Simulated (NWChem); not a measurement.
# CH4CdO; SMILES C[O][CdH]

```xyz
7

Cd     0.0067     0.6312    -0.0002
H      0.4535     2.2135     0.0065
O     -0.5290    -1.2641     0.0003
C      0.3050    -2.3712    -0.0001
H      0.9712    -2.4351     0.8871
H     -0.3055    -3.2952     0.0064
H      0.9621    -2.4415    -0.8935
```
Atoms are numbered in this order, from 1.

Results from NWChem. Medium grid unless said otherwise, to which SCAN and Minnesota functionals are sensitive. Structure relaxed at the PBE0/def2-SVP level. def2 effective core potentials on Cd; no spin-orbit coupling.

For level PBE0/def2-SVP:

* **highest occupied level (eV)**: -6.77
* **orbital gap (eV)**: 6.29

Question: Estimate the same quantities for level M06-2X/def2-SVP.

Answer: 
| Quantity | Result |
|---|---|
| highest occupied level (eV) | -8.24 |
| orbital gap (eV) | 8.13 |
